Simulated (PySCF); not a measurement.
**Bonding in `CC(C)=C[SiH2][Si@@H](F)CCl`**

Compound: C5H12ClFSi2.
Numbering: `[CH3:1][C:2]([CH3:3])=[CH:4][SiH2:5][Si@@H:6]([F:7])[CH2:8][Cl:9]` (hydrogens: H10, H11, H12 on C1; H13, H14, H15 on C3; H16 on C4; H17, H18 on Si5; H19 on Si6; H20, H21 on C8)

Cartesian coordinates in Å at the GFN2-xTB level; atoms count from 1:
```xyz
21
C5H12ClFSi2 angstrom
C     -2.392    1.496   -0.861
C     -1.473    0.373   -0.478
C     -1.664   -0.118    0.922
C     -0.581   -0.130   -1.331
Si     0.662   -1.515   -1.053
Si     2.588   -0.705   -0.057
F      3.296    0.392   -1.028
C      2.230    0.333    1.515
Cl     1.498   -0.710    2.766
H     -3.430    1.171   -0.789
H     -2.204    1.836   -1.876
H     -2.263    2.337   -0.180
H     -2.686   -0.472    1.058
H     -1.506    0.697    1.628
H     -0.980   -0.924    1.168
H     -0.542    0.321   -2.317
H      0.977   -2.075   -2.377
H      0.093   -2.617   -0.264
H      3.718   -1.574    0.262
H      3.128    0.760    1.957
H      1.524    1.140    1.332
```

Bond orders from the PBE0/pcSseg-1 density (PySCF). Isolated species at its GFN2-xTB geometry (one conformer only).

(1) How far do the computed orders between heavy atoms stray from the drawn ones?

(2) Set the Mayer orders of the bonds between heavy atoms beside their lengths.

Results:

(1) The largest departure is 0.170, at Si6–C8 (drawn single, 0.830). Drawn single, order below 0.88: Si6–C8 (0.830).

(2) 
```tsv
bond	drawn as	length (Å)	Mayer order
C1–C2	single	1.501	1.060
C2–C3	single	1.496	1.072
C2–C4	double	1.333	1.874
C4–Si5	single	1.881	0.904
Si5–Si6	single	2.315	0.882
Si6–F7	single	1.627	0.892
Si6–C8	single	1.917	0.830
C8–Cl9	single	1.786	0.935
```

By pair of heavy elements: C–C: lowest C1–C2 (1.060, 1.501 Å), highest C2–C4 (1.874, 1.333 Å). C–Si: lowest Si6–C8 (0.830, 1.917 Å), highest C4–Si5 (0.904, 1.881 Å).

Problem. And the bonds to hydrogen?

Solution. C–H: 0.92 to 0.96 (9 bonds); H–Si: 0.91 to 0.95 (3 bonds).

Problem. Sum the orders of all bonds at each heavy atom with more than one neighbour and set the sums beside the valence in the SMILES.

Solution. C1 3.915 (drawn 4), C2 4.006 (drawn 4), C3 3.902 (drawn 4), C4 3.696 (drawn 4), Si5 3.667 (drawn 4), Si6 3.510 (drawn 4), C8 3.637 (drawn 4). Orders between atoms that aren't bonded are not in these sums.

The Mayer order sums products of elements of PS (density times overlap matrix) between the two atoms' basis functions, so it depends on the basis set.
